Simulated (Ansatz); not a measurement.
`S[Si]Br` + H₂ → `[SiH]Br` + H₂S at 700 K and 1 bar (hydrogenolysis of the Si–S bond).

Computed with Ansatz on PBE0-D4/def2-TZVP structures; ΔE is electronic, products minus reactants. CBS: MP2 limit from def2 TZ/QZ plus the TZ coupled-cluster correction, frozen cores. This one scheme is used for every species. For Br outer-core shells are correlated without core-valence functions, which leaves a few kJ/mol of doubt a bond. Scalar relativity is left out up to krypton. One conformer a species, not always the lowest.

```tsv
species	CCSD(T)/CBS energy (Eh)	H − E (kJ/mol)	S (J/(mol·K))
`S[Si]Br`	-3260.81547	70.9	363.0
H₂	-1.17544	46.8	155.3
`[SiH]Br`	-2862.97869	49.0	302.5
H₂S	-398.97279	64.8	236.9
```

H − E and S are ideal-gas, rigid-rotor, harmonic terms from PBE0-D4/def2-TZVP, for one conformer and one mirror image of each species. The MP2-based limit puts H₂ 0.8 mEh under its directly extrapolated value; such offsets cancel only in part. 1 Eh = 2625.50 kJ/mol, R = 8.31446 J/(mol·K).

Task: By hand: ΔE, ΔH, ΔS and ΔG.

Result: ΔE = (-2862.97869) + (-398.97279) − (-3260.81547) − (-1.17544) = 0.03943 Eh = 103.5 kJ/mol. Δ(H − E) = 49.0 + 64.8 − 70.9 − 46.8 = -3.9, so ΔH = 99.6 kJ/mol. ΔS = 302.5 + 236.9 − 363.0 − 155.3 = 21.1 J/(mol·K). ΔG = 99.6 − 700 × (21.1)/1000 = 84.8 kJ/mol.

Task: By hand: the equilibrium constant, and the temperature at which ΔG would vanish if ΔH and ΔS stayed fixed.

Result: log₁₀ K = −ΔG/(RT ln 10) = -6.3. ΔG = 0 at ΔH/ΔS = 4720 K, far beyond where these terms or the molecules hold.

ΔH outweighs TΔS. A doubt of 5 kJ/mol in ΔE shifts log₁₀ K by 0.4 here. Other conformers and mirror images would add mixing entropy, several J/(mol·K) or more a flexible species. These are equilibria of isolated gas molecules and say nothing of rates. Largest T1 diagnostic: 0.012 (customary marks: 0.02 for closed shells, 0.045 for open ones).
